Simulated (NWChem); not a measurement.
System meant: CH7GeNO; SMILES [CH3][Ge@@H]([NH2])[OH]

NWChem input:

```
start job
memory heap 200 mb stack 900 mb global 1100 mb
geometry units angstroms noautoz
  C     -0.093263     1.844428    -0.277276
  Ge     0.029786    -0.039576     0.256826
  N     -1.507578    -0.890235    -0.335503
  O      1.579477    -0.776288    -0.336772
  H     -0.117233     1.945273    -1.367160
  H     -1.010253     2.277502     0.132536
  H      0.767284     2.398745     0.106735
  H      0.123689    -0.278876     1.778438
  H     -1.517397    -1.885115    -0.124175
  H     -1.694320    -0.772856    -1.328445
  H      1.693976    -0.623741    -1.287717
end
basis spherical
  * library def2-svp
end
dft
  xc b3lyp
  iterations 4
  mulliken
end
task dft energy
```

End of the output:

```
    Atom       Charge   Shell Charges
 -----------   ------   -------------------------------------------------------
    1 C    6     6.21   1.96  0.58  0.33  1.88  1.40  0.05
    2 Ge  32    31.56   2.00  2.00  1.93  0.71  0.30  5.99  5.82  1.34  0.89  7.82  2.05  0.73
    3 N    7     7.21   1.97  0.73  0.46  2.20  1.82  0.03
    4 O    8     8.25   1.97  0.90  0.62  2.69  2.06  0.01
    5 H    1     0.97   0.63  0.27  0.07
    6 H    1     0.96   0.63  0.26  0.07
    7 H    1     0.96   0.63  0.26  0.07
    8 H    1     1.08   0.62  0.43  0.03
    9 H    1     0.94   0.60  0.21  0.12
   10 H    1     0.94   0.60  0.22  0.12
   11 H    1     0.93   0.56  0.18  0.18

 center of mass
 --------------
 x =  -0.02671484 y =  -0.05389957 z =   0.07232834

 moments of inertia (a.u.)
 ------------------
         355.386876962448           0.000000000000          -0.000000000000
           0.000000000000         351.580065427755          -0.000000000000
          -0.000000000000          -0.000000000000         580.974885486904

     Multipole analysis of the density
     ---------------------------------

     L   x y z        total         alpha         beta         nuclear
     -   - - -        -----         -----         ----         -------
     0   0 0 0     -0.000000    -30.000000    -30.000000     60.000000

     1   1 0 0      0.022734      0.011367      0.011367     -0.000000
     1   0 1 0      0.372986      0.186493      0.186493     -0.000000
     1   0 0 1     -0.791678     -0.395839     -0.395839      0.000000

     2   2 0 0    -25.778257   -101.515980   -101.515980    177.253703
     2   1 1 0      1.292841     -2.425686     -2.425686      6.144213
     2   1 0 1      0.562555      0.500937      0.500937     -0.439318
     2   0 2 0    -31.617892    -98.216539    -98.216539    164.815186
     2   0 1 1      0.847891      1.184045      1.184045     -1.520199
     2   0 0 2    -24.836586    -35.206473    -35.206473     45.576361

 ------------------------------------------------------------------------
 dft energy failed                                                                                  0
 ------------------------------------------------------------------------
 ------------------------------------------------------------------------
  current input line :
    24: task dft energy
 ------------------------------------------------------------------------
 ------------------------------------------------------------------------
 This type of error is most commonly associated with calculations not reaching convergence criteria
 ------------------------------------------------------------------------
 For more information see the NWChem manual at https://nwchemgit.github.io

0:dft energy failed:Received an Error in Communication
```

Problem. Find the fault in this run and fix the input.

Solution. Convergence was not reached. Cause: the SCF was allowed too few iterations. This input runs:
```
start job
memory heap 200 mb stack 900 mb global 1100 mb
geometry units angstroms noautoz
  C     -0.093263     1.844428    -0.277276
  Ge     0.029786    -0.039576     0.256826
  N     -1.507578    -0.890235    -0.335503
  O      1.579477    -0.776288    -0.336772
  H     -0.117233     1.945273    -1.367160
  H     -1.010253     2.277502     0.132536
  H      0.767284     2.398745     0.106735
  H      0.123689    -0.278876     1.778438
  H     -1.517397    -1.885115    -0.124175
  H     -1.694320    -0.772856    -1.328445
  H      1.693976    -0.623741    -1.287717
end
basis spherical
  * library def2-svp
end
dft
  xc b3lyp
  iterations 150
  mulliken
end
task dft energy
```
It converges to -2248.99082 Ha (B3LYP/def2-SVP).
